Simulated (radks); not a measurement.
The lithium anion Li-, [He] 2s2, held by a Watson sphere: a shell of charge +1 at radius R that stands for the Madelung well of a crystal (potential energy -1/R inside, -1/r outside, in hartree with lengths in bohr). Method: non-relativistic Kohn-Sham, PBE, spin-polarised, spherical densities, point nucleus; computed with a radial shooting solver on a logarithmic mesh with Libxc functionals. Response by self-consistent Sternheimer equations with the Hartree and adiabatic LDA kernel. The sphere does not respond.

| R (bohr) | e(1s) (eV) | e(2s) (eV) | <r> 2s (bohr) | sum of <r^2> (bohr^2) | X-ray form factor at sin(theta)/lambda = 0.2 1/angstrom | alpha (bohr^3) |
|---|---|---|---|---|---|---|
| 1.93 | -53.720 | -4.617 | 3.188 | 24.92 | 1.760 | 82.65 |
| 1.95 | -53.623 | -4.610 | 3.194 | 25.01 | 1.758 | 83.08 |
| 2.52 | -51.802 | -4.352 | 3.387 | 27.82 | 1.723 | 98.29 |
| 2.54 | -51.761 | -4.342 | 3.394 | 27.93 | 1.722 | 98.93 |
| 2.68 | -51.510 | -4.271 | 3.446 | 28.72 | 1.716 | 103.6 |
| 3 | -51.090 | -4.105 | 3.565 | 30.63 | 1.705 | 115.6 |
| 3.05 | -51.039 | -4.079 | 3.584 | 30.93 | 1.704 | 117.6 |
| 3.3 | -50.828 | -3.948 | 3.678 | 32.49 | 1.700 | 128.2 |
